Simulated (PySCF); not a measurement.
An unknown shows these calculated signals:

1H NMR (400 MHz, computed): δ 6.59 (m, 1H), 6.47 (m, 1H), 6.23 (m, 1H), 5.34 (br s, 1H), 5.05 (br s, 1H), 4.93 (s, 3H), 4.87 (m, 1H), 1.95 (d, 1H).

13C{1H} NMR (computed): δ 168.5 (C), 145.0 (CH2), 140.2 (CH), 108.6 (CH2), 103.9 (CH), 87.8 (C).

Theory: NMR shieldings at PBE0/pcSseg-1/GIAO, structure optimised with GFN2-xTB, in PySCF (single conformer, non-relativistic Hamiltonian, equivalent nuclei averaged, no solvent).

Chemical shifts δ = σref − σ; TMS for 1H, 13C, all at this level.

Which of these does the molecule contain: a non-aromatic C=C double bond, a methoxy group, a C≡C triple bond, a CF3 group, a CH3CH2 unit, a vinyl group CH=CH2?

Results:


- A non-aromatic C=C double bond: yes.
- A methoxy group: no.
- A C≡C triple bond: yes (δC 103.9, 87.8; δH 1.95 (d)).
- A CF3 group: no.
- A CH3CH2 unit: no.
- A vinyl group CH=CH2: yes (δC 145.0, 140.2; δH 6.23 (m), 6.59 (m), 6.47 (m)).

The data belong to SMILES C#C[Si@@H](C=C)C(=C)O[SiH3], C6H10OSi2; they needn't prove each group on their own.

Carbon signals by region: 1 in the far downfield region (above 160 ppm), 4 in the sp2 and nitrile region (100–160 ppm), 1 at 50–100 ppm. Above 160 ppm: 168.5, alkene carbon bearing oxygen.

Shifts are as computed. Against solution values, carbons near 30 ppm lie about +3 ppm off and those near 130 ppm about +5 ppm. Of 1211 compounds with measured shifts, 218 miss one by over three times the rms of a fit or turn the order of signals round; such compounds aren't used in these exercises. No couplings were computed; multiplicities are counted from neighbouring protons, with m where these are inequivalent, close in shift, in a saturated or five-membered ring or joined by F or P, and br s for small geminal =CH2 splittings.
